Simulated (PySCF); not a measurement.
**SMILES C[C@@]1(F)OCO[C@H]1C#N, C5H6FNO2**

Geometry:
| atom | x (Å) | y (Å) | z (Å) |
| --- | --- | --- | --- |
| C1 | -1.110 | -1.360 | -0.430 |
| C2 | -0.414 | -0.018 | -0.511 |
| F3 | -0.397 | 0.382 | -1.849 |
| O4 | -1.059 | 0.945 | 0.233 |
| C5 | -0.084 | 1.885 | 0.606 |
| O6 | 1.081 | 1.156 | 0.869 |
| C7 | 1.071 | 0.051 | -0.015 |
| C8 | 1.503 | -1.148 | 0.675 |
| N9 | 1.842 | -2.093 | 1.217 |
| H10 | -0.582 | -2.087 | -1.042 |
| H11 | -1.140 | -1.697 | 0.601 |
| H12 | -2.125 | -1.242 | -0.801 |
| H13 | 0.084 | 2.611 | -0.211 |
| H14 | -0.405 | 2.397 | 1.515 |
| H15 | 1.731 | 0.225 | -0.880 |

Computed with PySCF 2.14.0, GIAO BHandHLYP/pcSseg-1 magnetisability, rotational g tensor and spin-rotation constants, non-relativistic, gas phase. Geometry: GFN2-xTB.

**Question.** How diamagnetic is it, and how anisotropic?

**Answer.** Isotropic -1207 × 10⁻³⁰ J/T², or -72.7 × 10⁻⁶ cm³/mol; principal values -1311, -1177, -1132 × 10⁻³⁰ J/T², anisotropy 162 × 10⁻³⁰ J/T² (root of half the summed squared differences of the principal values). The susceptibility is in cgs units.

**Question.** Split it along the inertial axes a, b, c into diamagnetic and paramagnetic parts about the centre of mass, with the quadrupole moment.

**Answer.** 
| axis | χ (10⁻⁶ cm³/mol) | diamagnetic (10⁻⁶ cm³/mol) | paramagnetic (10⁻⁶ cm³/mol) | summed x² of all electrons (Å²) | quadrupole Θ (D Å) |
| --- | --- | --- | --- | --- | --- |
| a | -75.8 | -599.4 | 523.6 | 144.1 | -14.46 |
| b | -70.8 | -784.8 | 714.0 | 100.4 | +8.47 |
| c | -71.5 | -1037.3 | 965.9 | 40.9 | +6.00 |

Anisotropies 2χaa − χbb − χcc = -9.4 and 2χbb − χaa − χcc = +5.8 × 10⁻⁶ cm³/mol. Θ is traceless in Buckingham's convention.

**Question.** And the rotational g tensor?

**Answer.** 
| axis | rotational constant (GHz) | g | nuclear part | electronic part |
| --- | --- | --- | --- | --- |
| a | 2.3680 | -0.0137 | 0.5687 | -0.5825 |
| b | 1.6337 | -0.0237 | 0.5243 | -0.5480 |
| c | 1.2146 | -0.0164 | 0.5347 | -0.5512 |

Asymmetric top; isotopes 12C, 19F, 1H, 14N, 16O; no vibrational averaging.
